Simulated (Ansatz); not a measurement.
PdAu2, relaxed as a singlet with RKS PBE-D4/def2-TZVP in Ansatz, starting from the GFN1-xTB geometry. Force threshold 0.02 eV/Å.

In the def2 sets Au, Pd take a core potential; there is no spin–orbit coupling. The structure comes from a short search, and lower isomers may exist.

Start:

Cartesian coordinates in Å:
```
Pd 0.630 -1.315 0.377
Au -0.638 0.863 1.072
Au 0.008 0.452 -1.449
```

```json
{"step": "1", "energy (eV)": "-10871.8657", "largest force component (eV/Å)": "0.252", "SCF passes": "24"}
{"step": "2", "energy (eV)": "-10871.8707", "largest force component (eV/Å)": "0.179", "SCF passes": "23"}
{"step": "3", "energy (eV)": "-10871.8736", "largest force component (eV/Å)": "0.021", "SCF passes": "23"}
{"step": "4", "energy (eV)": "-10871.8736", "largest force component (eV/Å)": "0.001", "SCF passes": "25"}
```

Force components are those of the run's own axes.

End:

```xyz
3

Pd    0.6260   -1.3058    0.3740
Au   -0.6429    0.8631    1.0991
Au    0.0170    0.4427   -1.4731
```

By distances, no bond broke or formed. The bond that changes most is Au2–Au3, from 2.63 to 2.69 Å (atoms count from 1).

No frequencies were taken in this run, so the end may be a saddle point.

Run time 6.5 s (4 threads of Arm Neoverse N1 on a shared host).
